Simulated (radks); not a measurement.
Results of a calculation; reference values are marked as such.
All-electron atom: Au4+ in [Xe] 4f14 5d7. Level of theory: Dirac Kohn-Sham, BLYP, spin-unpolarised, spherical densities, finite nucleus; open shells are shared between the two j in proportion to 2j + 1; Fermi nuclear charge, rms radius 5.4371 fm (a radial shooting solver on a logarithmic mesh with Libxc functionals).

Normalised radial functions P(r) = r R(r) (large component), r in bohr:

r,4f5/2,5p1/2
0.0007354,0.0000,0.0070
0.000973,0.0000,0.0093
0.001287,0.0000,0.0124
0.001717,0.0000,0.0169
0.002272,0.0000,0.0231
0.003006,0.0000,0.0318
0.003977,0.0000,0.0444
0.005305,0.0000,0.0627
0.007019,0.0000,0.0878
0.009287,0.0001,0.1220
0.01239,0.0003,0.1676
0.01639,0.0009,0.2202
0.02169,0.0024,0.2732
0.02892,0.0064,0.3092
0.03827,0.0160,0.2953
0.05063,0.0386,0.1972
0.067,0.0881,-0.0021
0.08936,0.1908,-0.2648
0.1182,0.3701,-0.4337
0.1564,0.6450,-0.3338
0.2086,0.9988,0.0950
0.2761,1.3130,0.5513
0.3653,1.4580,0.5842
0.4872,1.3401,-0.0023
0.6446,1.0150,-0.7788
0.8529,0.6235,-1.1791
1.128,0.3013,-1.0121
1.505,0.1058,-0.5534
1.991,0.0267,-0.1986
2.635,0.0042,-0.0430
3.514,0.0003,-0.0046
4.65,0.0000,-0.0002

4f5/2: eigenvalue -135.69 eV, 0 radial nodes, <r> = 0.494 bohr, 90 % of the charge inside 0.794 bohr. 5p1/2: eigenvalue -123.41 eV, 3 radial nodes at r = 0.0668, 0.198, 0.487 bohr, <r> = 0.991 bohr, 90 % of the charge inside 1.43 bohr.
